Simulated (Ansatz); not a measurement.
Compare A (`BCC(O)[SiH3]`) with its isomer B (`CB(C)O[SiH3]`).

Program: Ansatz. Geometries: PBE0-D4/def2-TZVP. ΔE: electronic, gas phase. CBS: MP2 limit from def2 TZ/QZ plus the TZ coupled-cluster correction, frozen cores. DFT in def2-TZVPP. B3LYP here is the variant with VWN-RPA as its local correlation; programs differ in this. One conformer a species, not always the lowest.

Problem. Which is lower in electronic energy at CCSD(T)/CBS, and by how much? (An estimate is asked.)

Solution. The calculation gave: B, by 93.2 kcal/mol.

Problem. Give E(B) − E(A) in kcal/mol with PBE-D4, HF/def2-TZVPP, B3LYP, MP2/def2-TZVPP, CCSD/def2-TZVPP, r2SCAN-D4, B3LYP-D4. (An estimate is asked.)

Solution. The calculation gave: PBE-D4 -89.6, HF/def2-TZVPP -96.4, B3LYP -93.9, MP2/def2-TZVPP -95.0, CCSD/def2-TZVPP -93.6, r2SCAN-D4 -94.4, B3LYP-D4 -93.5. None reverses the order clearly.

Largest T1 diagnostic: 0.011.

From PBE to PBE0 (25 % exact exchange), in def2-TZVPP and without D4, E(B) − E(A) moves by −1.8 kcal/mol. In def2-TZVPP, CCSD(T) changes the Hartree–Fock value by +3.4 kcal/mol (the triples alone add +0.6 kcal/mol) and MP2 by +1.4 kcal/mol.
